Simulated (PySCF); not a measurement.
Energy of Te (tellurium, neutral) between two integer charges

The 5p beta orbital of [Kr] 4d10 5s2 5p4 is emptied in steps (occupation f), with all orbitals relaxed, ending at [Kr] 4d10 5s2 5p3. Computed with PySCF 2.14 in aug-cc-pVTZ-PP with ECP28MDF (6s5p4d2f, 55 functions), with scalar relativity through the core potential. The exact energy is a straight line in f; departures are measured from the line between the end points of the same method.

```tsv
f	UHF (eV)	LDA (eV)	PBE (eV)	PBE0 (eV)	r2SCAN (eV)	LC-wPBE (eV)	BHandHLYP (eV)	MN15 (eV)	TPSS (eV)
1	0.000	0.000	0.000	0.000	0.000	0.000	0.000	0.000	0.000
0.75	0.134	-0.682	-0.653	-0.460	-0.604	0.013	-0.297	-0.357	-0.635
0.5	0.171	-0.915	-0.874	-0.613	-0.792	0.019	-0.402	-0.479	-0.847
0.25	0.123	-0.689	-0.657	-0.459	-0.574	0.017	-0.307	-0.361	-0.635
0	0.000	0.000	0.000	0.000	0.000	0.000	0.000	0.000	0.000
```

```csv
method,E(f=0) − E(f=1) (eV),−ε at f=1 (eV),−ε at f=0.5 (eV)
UHF,7.734,8.487,7.704
LDA,8.989,5.383,8.968
PBE,8.721,5.254,8.713
PBE0,8.722,6.273,8.725
r2SCAN,8.735,5.489,8.808
LC-wPBE,8.796,8.863,8.805
BHandHLYP,8.739,7.180,8.712
MN15,8.627,6.737,8.614
TPSS,8.716,5.340,8.718
```

Orbital energy along the path (eV):

```json
{"f": "1", "UHF": "-8.487", "LDA": "-5.383", "PBE": "-5.254", "PBE0": "-6.273", "r2SCAN": "-5.489", "LC-wPBE": "-8.863", "BHandHLYP": "-7.180", "MN15": "-6.737", "TPSS": "-5.340"}
{"f": "0.75", "UHF": "-8.067", "LDA": "-7.151", "PBE": "-6.967", "PBE0": "-7.494", "r2SCAN": "-7.151", "LC-wPBE": "-8.833", "BHandHLYP": "-7.930", "MN15": "-7.665", "TPSS": "-7.018"}
{"f": "0.5", "UHF": "-7.704", "LDA": "-8.968", "PBE": "-8.713", "PBE0": "-8.725", "r2SCAN": "-8.808", "LC-wPBE": "-8.805", "BHandHLYP": "-8.712", "MN15": "-8.614", "TPSS": "-8.718"}
{"f": "0.25", "UHF": "-7.385", "LDA": "-10.816", "PBE": "-10.469", "PBE0": "-9.951", "r2SCAN": "-10.381", "LC-wPBE": "-8.762", "BHandHLYP": "-9.533", "MN15": "-9.595", "TPSS": "-10.406"}
{"f": "0", "UHF": "-7.101", "LDA": "-12.677", "PBE": "-12.223", "PBE0": "-11.162", "r2SCAN": "-11.545", "LC-wPBE": "-8.688", "BHandHLYP": "-10.414", "MN15": "-10.496", "TPSS": "-12.131"}
```

Reference removal energy between the ground levels: 9.010 eV (measured; NIST Atomic Spectra Database, ionization energies). The calculation has no spin-orbit coupling. UHF lacks correlation.
